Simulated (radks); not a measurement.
Coulomb parameter of the 3d shell of the cobalt ion Co+ in the model configuration [Ar] 3d7 4p1, as a second difference U = [E(n + 0.5) + E(n - 0.5) - 2 E(n)] / (0.5)^2 with all orbitals relaxed. "Bare": the charge of the atom changes with n. "Screened": the 4p shell takes up the change at fixed total charge, which measures U(3d,3d) + U(4p,4p) - 2 U(3d,4p). Method: scalar-relativistic Kohn-Sham, PBE, spin-unpolarised, spherical densities, finite nucleus; Fermi nuclear charge, rms radius 3.7875 fm; computed with a radial shooting solver on a logarithmic mesh with Libxc functionals.

start: configuration [Ar] 3d7 4p1; E - E(n) (eV) 0.000
bare +0.5: configuration [Ar] 3d7.5 4p1; E - E(n) (eV) -7.491
bare -0.5: configuration [Ar] 3d6.5 4p1; E - E(n) (eV) 11.130
screened +0.5: configuration [Ar] 3d7.5 4p0.5; E - E(n) (eV) -4.512
screened -0.5: configuration [Ar] 3d6.5 4p1.5; E - E(n) (eV) 5.744

U(bare) = 14.555 eV, U(screened by 4p) = 4.925 eV, against the Slater integral F0(3d,3d) = 24.558 eV with frozen orbitals.
